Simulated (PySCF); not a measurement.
AlBFH₃O, CH₇NOSi (calculated)

All values are calculated (PySCF 2.14.0). Calculation on a computer-drawn molecule: the log of a Hartree-Fock and frozen-core CCSD(T) single point meant for a local Hartree-Fock minimum, with one planted fault or none, to be diagnosed. Offsets are logged minus clean, where the clean run is the same molecule without the fault. The reference is restricted for singlets and unrestricted otherwise, and also for a bond in bohr or an excited solution. Adding or removing an electron swaps singlet and doublet. The excited solution moves the top pair (singlet) or top alpha electron (doublet) to the lowest empty orbital. Highest occupied and lowest empty are orbital energies over both spins, largest force is the largest gradient component, triples share is (T) over the correlation energy, the T1 limit is 0.02 restricted and 0.045 unrestricted, electrons count all cores, a negative frequency is imaginary (commonest isotopes), and the dipole is about the centre of nuclear charge.

Common to all runs: meant charge 0; meant multiplicity 1; meant basis cc-pV(D+d)Z; logged SCF converged yes; logged CC converged yes; logged SCF stable within its kind yes; possible faults no fault, one electron removed, one electron added, multiplicity raised by two, geometry at a saddle point, SCF held on an excited solution, minimal basis STO-3G, one bond length entered in bohr, all coordinates scaled.

(1) AlBFH₃O

Logged structure:
```xyz
7
AlBFH3O
F     -2.3998     1.0051     0.0000
B     -1.4494     0.0693     0.0000
O     -0.1691     0.4404     0.0000
Al     1.4728    -0.0205     0.0000
H     -1.8084    -1.0753     0.0000
H      2.5328     1.1335     0.0000
H      1.8212    -1.5525     0.0000
```

```
logged electrons        : 38
logged basis functions  : 80
logged spin squared     : 0
logged highest occupied : -11.93 eV
logged lowest empty     : 1.2295 eV
logged largest force    : 5.095e-05 hartree/bohr
logged lowest frequency : -60.673 cm⁻¹
logged T1 diagnostic    : 0.014152
logged D1 diagnostic    : 0.046129
logged triples share    : 0.019933
logged dipole magnitude : 2.2773 debye
logged energy HF        : -442.8181 hartree
logged energy CCSD(T)   : -443.37127 hartree
planted fault           : withheld
```

Drawn bonds:
| atom | other atom | order |
| --- | --- | --- |
| 1 | 2 | 1 |
| 2 | 3 | 1 |
| 3 | 4 | 1 |
| 2 | 5 | 1 |
| 4 | 6 | 1 |
| 4 | 7 | 1 |

(2) CH₇NOSi

Logged structure:
```xyz
11
CH7NOSi
C     -0.4397    -0.8585    -1.6350
N      0.5138    -0.3995    -0.6432
Si     1.0600    -1.2862     0.7108
O     -0.1519    -1.5948     1.7873
H     -1.1598    -0.0756    -1.8877
H     -1.0072    -1.7021    -1.2392
H      0.0410    -1.1888    -2.5617
H      1.0416     0.4022    -0.9277
H      1.5588    -2.6356     0.3843
H      2.1335    -0.4576     1.3040
H     -0.6627    -0.8613     2.0960
```

```
logged electrons        : 42
logged basis functions  : 100
logged spin squared     : 2.0114
logged highest occupied : -2.2304 eV
logged lowest empty     : 0.35169 eV
logged largest force    : 0.092906 hartree/bohr
logged T1 diagnostic    : 0.035223
logged D1 diagnostic    : 0.22437
logged triples share    : 0.025776
logged dipole magnitude : 2.7801 debye
logged energy HF        : -460.03423 hartree
logged energy CCSD(T)   : -460.68367 hartree
planted fault           : withheld
```

Drawn bonds:
| atom | other atom | order |
| --- | --- | --- |
| 1 | 2 | 1 |
| 2 | 3 | 1 |
| 3 | 4 | 1 |
| 1 | 5 | 1 |
| 1 | 6 | 1 |
| 1 | 7 | 1 |
| 2 | 8 | 1 |
| 3 | 9 | 1 |
| 3 | 10 | 1 |
| 4 | 11 | 1 |

Question: Give the missing planted fault for AlBFH₃O (entry 1).
Answer: geometry at a saddle point

Question: CH₇NOSi (entry 2): planted fault?
Answer: multiplicity raised by two

Further results for AlBFH₃O (entry 1):

```
HF energy offset from clean run      : 1.222 kcal/mol
CCSD(T) energy offset from clean run : 1.07 kcal/mol
```

Further results for CH₇NOSi (entry 2):

```
HF energy offset from clean run      : 144.6 kcal/mol
CCSD(T) energy offset from clean run : 154.6 kcal/mol
```
